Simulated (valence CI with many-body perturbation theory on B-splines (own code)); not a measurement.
**E1 transitions of Ti⁹⁺**

Method: configuration interaction combined with many-body perturbation theory (CI+MBPT): three valence electrons over a frozen Dirac-Fock core [Ne], radial functions for each j: 11 s, 11 p, 10 d, 8 f, 5 g, 2 h, with the one-electron correlation potential Σ1 (screened to all orders), the two-electron term Σ2, the three-electron term Σ3, Breit, model QED; selected single and double excitations, second order for the rest, scaled by the run's own slope (own B-spline code, finite nucleus).

No measured levels were compared; by estimate levels of excited configurations hold to 0.05 to 0.15 % of their energy, terms of the ground configuration to about 0.5 %.

Lines 201 to 250 of 564 in falling wavelength, among levels below 1167300 cm⁻¹, chosen from the strongest by gf and those to the six lowest levels. Wavelengths and rates use the calculated energies, so an error of 200 cm⁻¹ moves a line at 38.67 nm by 0.077 % and its rate by three times that or more. Electric multipoles are in the length gauge with retardation, E1 and E2 with the static RPA response of the core. Weak lines are less certain than strong ones. Lines between different terms over intervals too small for the method are left out, as are lines whose strength nearly cancels. Where a level lies close to another of its J and parity, the split of strength between their lines is uncertain. The highest levels of a list are the least certain.

Names give the largest LS component (configuration and term), which can be under half, so a name can repeat, a term be missing and a line seem to break the LS rules; names also repeat where a configuration has a term twice. Letters in brackets count levels of one name in rising energy.

```
λ vac (nm)                 Upper                 Lower   A (s⁻¹)  S (a.u.) with core polarisation  S without
     38.67    3p 3d2 2F°_5/2 [a]     3p2 3d 2D_3/2 [a]  2.98e+09                         5.10e-01   5.30e-01
     38.51         3s 3d2 2D_5/2  3s 3p 3d 2P°_3/2 [b]  4.89e+09                         8.28e-01   8.59e-01
     38.46   3s 3p 4p 2D_5/2 [b]        3s2 4p 2P°_3/2  1.67e+10                         2.81e+00   2.92e+00
     38.43       3s 3p 4p 2P_3/2        3s2 4p 2P°_3/2  1.58e+10                         1.77e+00   1.84e+00
     38.42         3s 3d2 2D_3/2  3s 3p 3d 2P°_1/2 [b]  3.99e+09                         4.47e-01   4.64e-01
     38.42   3s 3p 4p 2P_1/2 [b]        3s2 4p 2P°_1/2  1.32e+10                         7.41e-01   7.71e-01
     38.37   3s 3p 4p 2D_3/2 [b]        3s2 4p 2P°_1/2  1.63e+10                         1.81e+00   1.89e+00
     38.36           3p3 4S°_3/2         3s 3p2 4P_3/2  7.65e+09                         8.53e-01   8.89e-01
     38.20  3s 3p 4s 2P°_1/2 [b]         3s2 4s 2S_1/2  1.43e+10                         7.86e-01   8.17e-01
     38.15  3s 3p 4s 2P°_3/2 [b]         3s2 4s 2S_1/2  1.41e+10                         1.54e+00   1.60e+00
     37.95           3p3 4S°_3/2         3s 3p2 4P_1/2  3.96e+09                         4.27e-01   4.46e-01
     37.92    3p 3d2 2F°_7/2 [a]     3p2 3d 2D_5/2 [a]  4.21e+09                         9.07e-01   9.42e-01
     37.84    3p 3d2 2D°_3/2 [a]     3p2 3d 2D_3/2 [a]  3.09e+09                         3.30e-01   3.43e-01
     37.77         3s 3p2 2S_1/2        3s2 3p 2P°_1/2  7.00e+09                         3.73e-01   3.88e-01
     37.42   3s 3p 4p 2S_1/2 [b]        3s2 4p 2P°_3/2  1.71e+10                         8.85e-01   9.13e-01
     37.40    3p 3d2 2D°_5/2 [a]     3p2 3d 2D_5/2 [a]  2.03e+09                         3.14e-01   3.26e-01
     37.38  3s 3p 3d 2P°_1/2 [b]         3s2 3d 2D_3/2  1.80e+10                         9.30e-01   9.68e-01
     37.37  3s 3p 3d 2P°_3/2 [b]         3s2 3d 2D_5/2  1.78e+10                         1.83e+00   1.91e+00
     37.07   3s 3p 4p 2S_1/2 [b]        3s2 4p 2P°_1/2  4.84e+09                         2.43e-01   2.50e-01
     37.04     3p2 3d 2D_3/2 [b]  3s 3p 3d 2D°_3/2 [a]  3.21e+09                         3.22e-01   3.35e-01
     36.97  3s 3p 4s 2P°_3/2 [b]         3p2 3d 2S_1/2  2.42e+09                         2.41e-01   2.51e-01
     36.87  3s 3p 3d 2D°_3/2 [b]         3s2 3d 2D_3/2  1.32e+10                         1.31e+00   1.37e+00
     36.82  3s 3p 3d 2D°_5/2 [b]         3s2 3d 2D_5/2  1.20e+10                         1.77e+00   1.85e+00
     36.52         3s 3p2 2P_1/2        3s2 3p 2P°_3/2  1.16e+10                         5.57e-01   5.80e-01
     36.48     3p2 3d 2D_5/2 [b]  3s 3p 3d 2D°_5/2 [a]  3.26e+09                         4.68e-01   4.87e-01
     36.41         3s 3d2 2G_7/2  3s 3p 3d 2F°_5/2 [b]  2.09e+10                         3.98e+00   4.13e+00
     36.26    3p 3d2 4D°_7/2 [a]         3p2 3d 4P_5/2  1.36e+09                         2.56e-01   2.65e-01
     36.21         3s 3d2 2G_9/2  3s 3p 3d 2F°_7/2 [b]  2.21e+10                         5.17e+00   5.36e+00
     36.17         3s 3d2 2D_3/2  3s 3p 3d 2F°_5/2 [b]  4.54e+09                         4.25e-01   4.40e-01
     35.99         3s 3d2 2D_5/2  3s 3p 3d 2F°_7/2 [b]  3.92e+09                         5.41e-01   5.60e-01
     35.98         3s 3p2 2P_3/2        3s2 3p 2P°_3/2  2.13e+10                         1.95e+00   2.04e+00
     35.95    3p 3d2 2D°_5/2 [c]         3s 3d2 2D_5/2  3.17e+09                         4.37e-01   4.53e-01
     35.94    3p 3d2 2F°_5/2 [c]     3p2 3d 2D_3/2 [c]  2.13e+10                         2.93e+00   3.04e+00
     35.92    3p 3d2 2F°_7/2 [c]     3p2 3d 2D_5/2 [c]  1.91e+10                         3.49e+00   3.62e+00
     35.91    3p 3d2 2F°_5/2 [a]         3p2 3d 2G_7/2  2.57e+09                         3.52e-01   3.65e-01
     35.90    3p 3d2 2D°_3/2 [c]         3s 3d2 2D_3/2  3.37e+09                         3.08e-01   3.20e-01
     35.77         3s 3d2 2D_3/2  3s 3p 3d 2P°_1/2 [a]  3.74e+09                         3.38e-01   3.50e-01
     35.57    3p 3d2 2F°_7/2 [a]         3p2 3d 2G_9/2  3.01e+09                         5.36e-01   5.56e-01
     35.54         3s 3p2 2P_1/2        3s2 3p 2P°_1/2  1.29e+10                         5.73e-01   5.97e-01
     35.49     3p2 3d 2F_5/2 [b]  3s 3p 3d 2D°_3/2 [a]  7.31e+09                         9.68e-01   1.00e+00
     35.43    3p 3d2 2P°_3/2 [a]     3p2 3d 2D_3/2 [b]  2.79e+09                         2.45e-01   2.54e-01
     35.42         3s 3d2 2D_5/2  3s 3p 3d 2P°_3/2 [a]  4.59e+09                         6.04e-01   6.26e-01
     35.36     3p2 3d 2F_7/2 [a]           3p3 2D°_5/2  2.04e+09                         3.57e-01   3.70e-01
     35.28     3p2 3d 2F_7/2 [b]  3s 3p 3d 2D°_5/2 [a]  7.92e+09                         1.37e+00   1.43e+00
     35.09    3p 3d2 2G°_7/2 [b]     3p2 3d 2D_5/2 [c]  3.76e+09                         6.42e-01   6.65e-01
     35.07    3p 3d2 2P°_1/2 [a]         3p2 3d 2S_1/2  5.76e+09                         2.45e-01   2.54e-01
     35.02         3s 3p2 2P_3/2        3s2 3p 2P°_1/2  4.60e+09                         3.90e-01   4.06e-01
     34.96    3p 3d2 2F°_7/2 [b]     3p2 3d 2F_7/2 [b]  6.56e+09                         1.11e+00   1.15e+00
     34.85    3p 3d2 2P°_3/2 [a]     3p2 3d 2P_3/2 [b]  4.73e+09                         3.96e-01   4.10e-01
     34.79    3p 3d2 2F°_5/2 [b]     3p2 3d 2F_5/2 [b]  6.94e+09                         8.66e-01   8.99e-01
```
